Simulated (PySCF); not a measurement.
# Orbital picture of ZnBr⁺

B97-3 at R = 2.208 Å; PySCF, no relativity, basis sets Zn pcseg-1, Br pcseg-1. State: ¹Σ⁺ (singlet), closed shell. Only the outer orbitals are listed, counted within each symmetry.

| orbital | occ. | ε (eV) | on Zn (%) | main shells (%) |
| --- | --- | --- | --- | --- |
| 6π | 2 | -23.34 | 100 | 100 Zn d |
| 6π | 2 | -23.34 | 100 | 100 Zn d |
| 2δ | 2 | -23.26 | 100 | 100 Zn d |
| 2δ | 2 | -23.26 | 100 | 100 Zn d |
| 13σ | 2 | -23.23 | 93 | 93 Zn d |
| 14σ | 2 | -16.41 | 37 | 59 Br p, 33 Zn s |
| 7π | 2 | -14.22 | 4 | 95 Br p |
| 7π | 2 | -14.22 | 4 | 95 Br p |
| 15σ | 0 | -10.78 | 80 | 59 Zn s, 21 Br p, 20 Zn p |
| 8π | 0 | -5.15 | 93 | 93 Zn p |
| 8π | 0 | -5.15 | 93 | 93 Zn p |

Problem. Which are the highest filled and the lowest empty level, where do they sit, and how wide is the gap?

Solution. Highest filled 7π at -14.22 eV (in %: 95 Br p); lowest empty 15σ at -10.78 eV (in %: 59 Zn s, 21 Br p, 20 Zn p); the gap at B97-3 is 3.44 eV.

```
bond order (Mayer)                                                                                                 : 1.29
⟨S²⟩                                                                                                               : 0.000
charge on Zn (Mulliken, basis-dependent)                                                                           : 1.04
charge on Zn (Löwdin, basis-dependent)                                                                             : 0.97
dipole moment (positive dipole points towards Br; it is taken about the centre of mass and depends on that origin) : -7.01 D
```
